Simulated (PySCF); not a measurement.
PySCF input (M06-2X/def2-TZVPD):

```python
from pyscf import gto, scf, dft

mol = gto.M(
    atom='''
    Sn    0.00310420   -0.00192177    0.34435198
    F     0.69626342    1.27270737   -0.95581460
    F    -0.71350896   -1.26203088   -0.95725199
    ''',
    basis='def2-tzvpd',
    ecp='def2-tzvp',
    charge=0,
    spin=2,
    verbose=4,
)

mf = dft.UKS(mol, xc='m062x').density_fit(auxbasis='def2-universal-jkfit')
mf.grids.level = 4
mf.conv_tol = 1e-9
mf.max_cycle = 100
mf.max_memory = 1500
mf.kernel()
if not mf.converged:
    mf = mf.newton()
    mf.kernel(mf.make_rdm1())
for _ in range(2):
    mo, _, stable, _ = mf.stability(return_status=True)
    if stable:
        break
    mf.kernel(mf.make_rdm1(mo, mf.mo_occ))
mf.analyze()
```

End of the output:

```
Extra cycle  E= -413.915428839181  delta_E= -3.93e-11  |g|= 7.47e-06  |ddm|= 1.77e-05
converged SCF energy = -413.915428839181  <S^2> = 2.008197  2S+1 = 3.0054597
uhf_internal: lowest eigs of H = [0.16012601 0.20421636 0.21298955]
<class 'pyscf.df.df_jk.DFUKS'> wavefunction is stable in the internal stability analysis
**** SCF Summaries ****
Total Energy =                        -413.915428839180663
Nuclear Repulsion Energy =             122.339960313073249
One-electron Energy =                 -899.051767916816516
Two-electron Energy =                  362.796378764562576
Two-electron Coulomb Energy =          401.712396422213430
DFT Exchange-Correlation Energy =      -38.916017657650862
HOMO-LUMO gap [eV] =                    -0.016809641122770
**** MO energy ****
                             alpha | beta                alpha | beta
MO #1   energy= -25.2274704140389  | -25.2214218230895  occ= 1 | 1
MO #2   energy= -25.2274643496471  | -25.2214128558272  occ= 1 | 1
MO #3   energy= -5.3911110352279   | -5.38497190882475  occ= 1 | 1
MO #4   energy= -3.7049618597749   | -3.7021149835417   occ= 1 | 1
MO #5   energy= -3.70399243087383  | -3.70078124774294  occ= 1 | 1
MO #6   energy= -3.70370479611734  | -3.69503329854103  occ= 1 | 1
MO #7   energy= -1.31606147961304  | -1.3005197104295   occ= 1 | 1
MO #8   energy= -1.30770880833393  | -1.29037104703854  occ= 1 | 1
MO #9   energy= -1.21596012970191  | -1.20985475130406  occ= 1 | 1
MO #10  energy= -1.21441524271422  | -1.20477687347081  occ= 1 | 1
MO #11  energy= -1.21326772235502  | -1.2036061324741   occ= 1 | 1
MO #12  energy= -1.2059908501364   | -1.19129748100838  occ= 1 | 1
MO #13  energy= -1.19164521725962  | -1.18185092718916  occ= 1 | 1
MO #14  energy= -0.622573185472241 | -0.570811413999465 occ= 1 | 1
MO #15  energy= -0.539487856161192 | -0.500533740644452 occ= 1 | 1
MO #16  energy= -0.518430256870877 | -0.499591815191149 occ= 1 | 1
MO #17  energy= -0.517015113284886 | -0.491154823759587 occ= 1 | 1
MO #18  energy= -0.505666172717728 | -0.48765572228311  occ= 1 | 1
MO #19  energy= -0.492329442690389 | -0.484571633203705 occ= 1 | 1
MO #20  energy= -0.434873212495809 | -0.238177845239232 occ= 1 | 0
MO #21  energy= -0.237560102316824 | -0.111225013825852 occ= 1 | 0
MO #22  energy= -0.0262901835039497 | -0.0427863400006809 occ= 0 | 0
MO #23  energy= -0.0039856943401374 | -0.0326891872752051 occ= 0 | 0
MO #24  energy= 0.0230394977199531 | 0.0242243423382398 occ= 0 | 0
MO #25  energy= 0.0780155935501988 | 0.0497594674414991 occ= 0 | 0
MO #26  energy= 0.0806467174344446 | 0.0625330072287196 occ= 0 | 0
MO #27  energy= 0.0858080880070451 | 0.0629687130337632 occ= 0 | 0
MO #28  energy= 0.0863019442048684 | 0.0742027069456356 occ= 0 | 0
MO #29  energy= 0.0865811235288772 | 0.0813300286184584 occ= 0 | 0
MO #30  energy= 0.0998751675891717 | 0.126873878338895  occ= 0 | 0
MO #31  energy= 0.113783941035055  | 0.13177880481644   occ= 0 | 0
MO #32  energy= 0.121608956225072  | 0.139312691602838  occ= 0 | 0
MO #33  energy= 0.174577834082314  | 0.166707996776199  occ= 0 | 0
MO #34  energy= 0.177177455599263  | 0.176120880789491  occ= 0 | 0
MO #35  energy= 0.187119983645362  | 0.177454324287887  occ= 0 | 0
MO #36  energy= 0.19645743964795   | 0.184064573206636  occ= 0 | 0
MO #37  energy= 0.214372830381767  | 0.18818193548025   occ= 0 | 0
MO #38  energy= 0.215852733682634  | 0.194170637570547  occ= 0 | 0
MO #39  energy= 0.274521622185368  | 0.255560342955666  occ= 0 | 0
MO #40  energy= 0.275088153822188  | 0.264672632927625  occ= 0 | 0
MO #41  energy= 0.287159195365366  | 0.271135737821233  occ= 0 | 0
MO #42  energy= 0.303161145498149  | 0.279341132449166  occ= 0 | 0
MO #43  energy= 0.312806091271136  | 0.290757552261899  occ= 0 | 0
MO #44  energy= 0.344984622962098  | 0.325718885271908  occ= 0 | 0
MO #45  energy= 0.393566228798835  | 0.36382260169638   occ= 0 | 0
MO #46  energy= 0.401604348905673  | 0.369955596163294  occ= 0 | 0
MO #47  energy= 0.454706403587917  | 0.441620940776509  occ= 0 | 0
MO #48  energy= 0.508492364504317  | 0.494281612597852  occ= 0 | 0
MO #49  energy= 0.551758782182727  | 0.541508430476966  occ= 0 | 0
MO #50  energy= 0.618218168798543  | 0.573452782459418  occ= 0 | 0
MO #51  energy= 0.622430758564274  | 0.596486884225858  occ= 0 | 0
MO #52  energy= 0.638330582051949  | 0.619935186467084  occ= 0 | 0
MO #53  energy= 0.638464066747888  | 0.631500429100763  occ= 0 | 0
MO #54  energy= 0.643837737045318  | 0.63728721359149   occ= 0 | 0
MO #55  energy= 0.68722233330285   | 0.667373285450964  occ= 0 | 0
MO #56  energy= 0.698209956083866  | 0.707401871260252  occ= 0 | 0
MO #57  energy= 0.713633590603653  | 0.707608543837668  occ= 0 | 0
MO #58  energy= 0.77661315912367   | 0.768673818404728  occ= 0 | 0
MO #59  energy= 0.784455418998315  | 0.776308124570044  occ= 0 | 0
MO #60  energy= 0.788314669758559  | 0.779899954177414  occ= 0 | 0
MO #61  energy= 0.80285756578813   | 0.785584950330519  occ= 0 | 0
MO #62  energy= 0.808762704240052  | 0.793672991950513  occ= 0 | 0
MO #63  energy= 0.841371383295296  | 0.845829316502435  occ= 0 | 0
MO #64  energy= 0.854706753705238  | 0.846790502875334  occ= 0 | 0
MO #65  energy= 0.995541478633171  | 0.954615662294909  occ= 0 | 0
MO #66  energy= 1.00282787935032   | 0.976809578453547  occ= 0 | 0
MO #67  energy= 1.0601494678381    | 1.01620919834711   occ= 0 | 0
MO #68  energy= 1.06096476827315   | 1.02092965092143   occ= 0 | 0
MO #69  energy= 1.06695047201439   | 1.03067723292501   occ= 0 | 0
MO #70  energy= 1.0812606093752    | 1.07094517325889   occ= 0 | 0
MO #71  energy= 1.14508643107573   | 1.13897598335123   occ= 0 | 0
MO #72  energy= 1.15824370061538   | 1.15174897539221   occ= 0 | 0
MO #73  energy= 1.17226463148946   | 1.15953097534581   occ= 0 | 0
MO #74  energy= 1.18831345202996   | 1.18967527362054   occ= 0 | 0
MO #75  energy= 1.21600604126619   | 1.21484351818899   occ= 0 | 0
MO #76  energy= 1.23026160995425   | 1.23670955569764   occ= 0 | 0
MO #77  energy= 1.25652302014256   | 1.25414980288297   occ= 0 | 0
MO #78  energy= 1.40995475130105   | 1.40316933869675   occ= 0 | 0
MO #79  energy= 1.58786606154707   | 1.58367186094599   occ= 0 | 0
MO #80  energy= 2.28089027538261   | 2.28127898574112   occ= 0 | 0
MO #81  energy= 2.29855022859535   | 2.29150349605082   occ= 0 | 0
MO #82  energy= 2.29892657647907   | 2.30358365614579   occ= 0 | 0
MO #83  energy= 2.30826053574022   | 2.30642504733728   occ= 0 | 0
MO #84  energy= 2.31426393922802   | 2.30894922862534   occ= 0 | 0
MO #85  energy= 2.33041067043213   | 2.32471365442147   occ= 0 | 0
MO #86  energy= 2.33676925147122   | 2.33930386793062   occ= 0 | 0
MO #87  energy= 2.3406724302447    | 2.34322938786109   occ= 0 | 0
MO #88  energy= 2.34213112037471   | 2.34479946241608   occ= 0 | 0
MO #89  energy= 2.37106239840196   | 2.36538078430241   occ= 0 | 0
MO #90  energy= 2.37555866193195   | 2.36763371969522   occ= 0 | 0
MO #91  energy= 2.37592525491333   | 2.37680070235968   occ= 0 | 0
MO #92  energy= 2.45560789553155   | 2.44712184455923   occ= 0 | 0
MO #93  energy= 2.50250029782619   | 2.50107784319704   occ= 0 | 0
MO #94  energy= 2.53712014101152   | 2.51932842000768   occ= 0 | 0
MO #95  energy= 2.60860726308583   | 2.61012153763072   occ= 0 | 0
MO #96  energy= 2.78271468868957   | 2.7869533206495    occ= 0 | 0
MO #97  energy= 3.4376468124773    | 3.44625427417333   occ= 0 | 0
MO #98  energy= 3.45490818485553   | 3.46181155126401   occ= 0 | 0
MO #99  energy= 3.45630284896419   | 3.46264059522667   occ= 0 | 0
MO #100 energy= 3.49798142684524   | 3.50775597014284   occ= 0 | 0
MO #101 energy= 3.5219427499443    | 3.52158854738596   occ= 0 | 0
MO #102 energy= 3.71320447889397   | 3.73480196673857   occ= 0 | 0
MO #103 energy= 3.81017520433041   | 3.82837361837456   occ= 0 | 0
MO #104 energy= 4.11991720791203   | 4.12838834315708   occ= 0 | 0
[...]
```

This state (charge 0, triplet) is run at the relaxed geometry of the species with charge 0 and multiplicity 1, and is a spin state other than that species' own.
